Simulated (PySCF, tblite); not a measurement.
Isomers of C6H13ClOSi, one GFN2-xTB conformer each. Single-point energies are computed at PBE0/pcSseg-1 (PySCF, gas phase, no added dispersion term), electronic only.

```
                     SMILES  GFN2-xTB relative energy (kcal/mol)
CO[C@@H](C)[Si@@H](Cl)C1CC1                                 30.2
   CC[Si@@H]1CC[C@H](Cl)CO1                                  0.0
 C=C[C@@H](Cl)[Si@@H](O)CCC                                 25.5
       CC(C)O[SiH2]C/C=C/Cl                                 12.0
```

Conformers: `[CH3:1][O:2][C@@H:3]([CH3:4])[Si@@H:5]([Cl:6])[CH:7]1[CH2:8][CH2:9]1` with C1–O2–C3–C4 72°, O2–C3–Si5–Cl6 172°, C3–Si5–C7–C8 -93°; `[CH3:1][CH2:2][Si@@H:3]1[CH2:4][CH2:5][C@H:6]([Cl:7])[CH2:8][O:9]1` with C1–C2–Si3–C4 -67°, C2–Si3–C4–C5 -153°, Si3–C4–C5–C6 53°, C4–C5–C6–Cl7 58°, C5–C6–C8–O9 57°; `[CH2:1]=[CH:2][C@@H:3]([Cl:4])[Si@@H:5]([OH:6])[CH2:7][CH2:8][CH3:9]` with C1–C2–C3–Cl4 130°, C2–C3–Si5–O6 -177°, C3–Si5–O6–H 47°, C3–Si5–C7–C8 -176°, Si5–C7–C8–C9 178°; `[CH3:1][CH:2]([CH3:3])[O:4][SiH2:5][CH2:6]/[CH:7]=[CH:8]/[Cl:9]` with C1–C2–O4–Si5 83°, C2–O4–Si5–C6 179°, O4–Si5–C6–C7 -176°, Si5–C6–C7–C8 -108°.

What does PBE0/pcSseg-1 give for the same structures?

```csv
SMILES,PBE0/pcSseg-1 E (Eh),PBE0/pcSseg-1 (kcal/mol),GFN2-xTB (kcal/mol),point group
CC[Si@@H]1CC[C@H](Cl)CO1,-1060.72625,0.0,0.0,C1
C=C[C@@H](Cl)[Si@@H](O)CCC,-1060.70372,14.1,25.5,C1
CO[C@@H](C)[Si@@H](Cl)C1CC1,-1060.68607,25.2,30.2,C1
CC(C)O[SiH2]C/C=C/Cl,-1060.68449,26.2,12.0,C1
```

Both levels put the same isomer lowest; measured from each level's own lowest isomer, the values differ by up to 14.2 kcal/mol (CC(C)O[SiH2]C/C=C/Cl: 12.0 against 26.2). As drawn, the highest has a C=C bond outside aromatic rings, which the lowest lacks. Neighbours under 2.5 kcal/mol apart (CO[C@@H](C)[Si@@H](Cl)C1CC1 and CC(C)O[SiH2]C/C=C/Cl) can change places with a better method, another conformer or zero-point energy.

Which frontier levels, dipoles and rotational constants go with these structures?

```json
{"SMILES": "CC[Si@@H]1CC[C@H](Cl)CO1", "HOMO (eV, PBE0/pcSseg-1)": "-7.67", "LUMO (eV)": "0.85", "dipole (D)": "2.03", "A, B, C (MHz)": "1993, 713.1, 701.1"}
{"SMILES": "C=C[C@@H](Cl)[Si@@H](O)CCC", "HOMO (eV, PBE0/pcSseg-1)": "-7.37", "LUMO (eV)": "-0.46", "dipole (D)": "1.02", "A, B, C (MHz)": "1451, 623.2, 565.9"}
{"SMILES": "CO[C@@H](C)[Si@@H](Cl)C1CC1", "HOMO (eV, PBE0/pcSseg-1)": "-7.44", "LUMO (eV)": "0.90", "dipole (D)": "1.95", "A, B, C (MHz)": "1567, 754.1, 624.9"}
{"SMILES": "CC(C)O[SiH2]C/C=C/Cl", "HOMO (eV, PBE0/pcSseg-1)": "-6.90", "LUMO (eV)": "-0.04", "dipole (D)": "2.95", "A, B, C (MHz)": "4394, 312.5, 304.1"}
```

What happens when harmonic zero-point energies from GFN2-xTB frequencies are added?

```
                     SMILES  ZPE (kcal/mol)  electronic (kcal/mol)  with ZPE (kcal/mol)
   CC[Si@@H]1CC[C@H](Cl)CO1           113.1                    0.0                  0.0
 C=C[C@@H](Cl)[Si@@H](O)CCC           109.9                   14.1                 11.0
CO[C@@H](C)[Si@@H](Cl)C1CC1           111.1                   25.2                 23.2
       CC(C)O[SiH2]C/C=C/Cl           108.9                   26.2                 22.0
```

The zero-point energies span 4.2 kcal/mol. The lowest isomer stays, but the order above it changes.
